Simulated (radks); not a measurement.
All-electron atom: Xe3+ in [Kr] 4d10 5s2 5p3. All-electron calculation, scalar-relativistic Kohn-Sham, r2SCAN, spin-polarised, spherical densities, finite nucleus; open shells are filled with parallel spins first (spin-orbit coupling, left out, can overturn this in heavy ions); meta-GGA in the generalised Kohn-Sham scheme; Fermi nuclear charge, rms radius 4.7859 fm. Program: a radial shooting solver on a logarithmic mesh with Libxc functionals.

Unscreened Slater integrals over Kohn-Sham orbitals (cm^-1). They are taken over the spin-up orbitals.

\begin{tabular}{lr}
integral & value \\ \hline
F0(5p,5p) & 98760 \\
F2(5p,5p) & 54062 \\
F0(5p,5s) & 104600 \\
G1(5p,5s) & 70863 \\
F0(5p,4d) & 122230 \\
F2(5p,4d) & 35629 \\
G1(5p,4d) & 11069 \\
G3(5p,4d) & 10458 \\
F0(5p,4p) & 124160 \\
F2(5p,4p) & 31256 \\
G0(5p,4p) & 6190.0 \\
G2(5p,4p) & 7997.8 \\
F0(5s,5s) & 112090 \\
F0(5s,4d) & 136260 \\
G2(5s,4d) & 16545 \\
F0(5s,4p) & 138810 \\
G1(5s,4p) & 10061 \\
F0(4d,4d) & 226310 \\
F2(4d,4d) & 114900 \\
F4(4d,4d) & 76438 \\
F0(4d,4p) & 240560 \\
F2(4d,4p) & 122840 \\
G1(4d,4p) & 156330 \\
G3(4d,4p) & 97162 \\
F0(4p,4p) & 257940 \\
F2(4p,4p) & 135720 \\
\end{tabular}

Derived for the open shells (J is the average intra-shell exchange parameter used in DFT+U). 5p: J = F2/5 = 10810 cm^-1.
